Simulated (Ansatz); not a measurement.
Consider the ligand exchange at a B–O bond: `BO[SiH](C)F` + `C=C[NH][GeH3]` → `B[N]([GeH3])C=C` + `C[SiH](O)F`.

Isolated molecules relaxed with PBE0-D4/def2-TZVP in Ansatz; ΔE leaves out vibrations. CCSD(T)/CBS adds triple-zeta CCSD(T) − MP2 to the extrapolated MP2 energy (def2 sets, frozen cores). Functionals use def2-TZVPP. B3LYP here is the variant with VWN-RPA as its local correlation; programs differ in this. For Ge outer-core shells are correlated without core-valence functions, which leaves a few kJ/mol of doubt a bond. Scalar relativity is left out up to krypton. One conformer a species, not always the lowest.

(1) Is it downhill or uphill in electronic energy at CCSD(T)/CBS, and by how much? (Best estimate.)

(2) What do these levels give: PBE0-D4, B3LYP-D4, ωB97X-V, HF/def2-QZVPP, MP2/def2-QZVPP, MP2/CBS(def2)? (An estimate is asked.)

Largest T1 diagnostic among the species: 0.013.

Results:

(1) Ansatz gave: Downhill: ΔE = -14.0 kJ/mol.

(2) Computed: PBE0-D4 -9.8, B3LYP-D4 -5.4, ωB97X-V -5.0, HF/def2-QZVPP 15.9, MP2/def2-QZVPP -15.5, MP2/CBS(def2) -16.3 kJ/mol.

The D4 term adds −6.2 kJ/mol with B3LYP and −3.2 kJ/mol with PBE0; it sums over pairs of atoms, weighted by their polarisabilities, and B3LYP, whose exchange is more repulsive, gets the larger term. In def2-TZVPP, CCSD(T) changes the Hartree–Fock value by −27.9 kJ/mol (the triples alone add −4.0 kJ/mol) and MP2 by −30.2 kJ/mol.
